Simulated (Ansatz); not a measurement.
Geometry optimisation, RKS BHLYP/def2-SVP in Ansatz 0.2.0.

Input:

```yaml
crystal:
  periodic: [false, false, false]
  atoms:
    - { symbol: Al, position_ang: [0.165252, 0.593536, -0.535208] }
    - { symbol: O, position_ang: [0.016657, -0.069706, 2.344154] }
    - { symbol: H, position_ang: [-0.874172, -0.248176, 2.640403] }
    - { symbol: Cl, position_ang: [1.873955, -0.35324, -1.219151] }
    - { symbol: Cl, position_ang: [-1.737552, -0.053199, -1.055064] }
    - { symbol: Cl, position_ang: [0.352945, 2.524251, 0.476592] }
    - { symbol: H, position_ang: [0.117215, 0.896732, 2.454873] }
basis:
  gaussian: { orbitals: def2-SVP }
hamiltonian:
  xc: { name: BHLYP }
relax:
  f_tol: 0.03
  max_steps: 50
```

Command:

```bash
$ ansatz run input.yaml --threads 2 --pin off --max-ram 3072MiB --backend cpu --events-out ev --progress --plain --runs-dir out
```

Q: Where does it end, and by what steps?

A: The run converged. After 9 steps the energy has fallen by 1.018 eV; H3 moved furthest, 0.63 Å. Joined: Al1–O2 (2.96 → 1.95 Å).

```tsv
step	energy less start (eV)	largest force component (eV/Å)	accepted
0	0.0000	1.244	yes
1	-0.2286	1.340	yes
2	-0.5068	1.307	yes
3	-0.8153	0.918	yes
4	-0.9401	1.740	yes
5	-0.9992	0.263	yes
6	-1.0166	0.074	yes
7	-1.0179	0.032	yes
8	-1.0176	0.089	no
9	-1.0181	0.016	yes
```

```xyz
7
Properties=species:S:1:pos:R:3
Al 0.144 0.613 -0.049
O 0.020 0.079 1.819
H -0.777 -0.410 2.042
Cl 1.795 -0.419 -0.828
Cl -1.775 -0.064 -0.629
Cl 0.380 2.684 0.311
H 0.128 0.807 2.440
```

Whether the end is a true minimum wasn't checked by a vibrational analysis.

The run took 25 s on 2 threads of Arm Neoverse V1, on a shared host, peak memory 0.21 GiB.
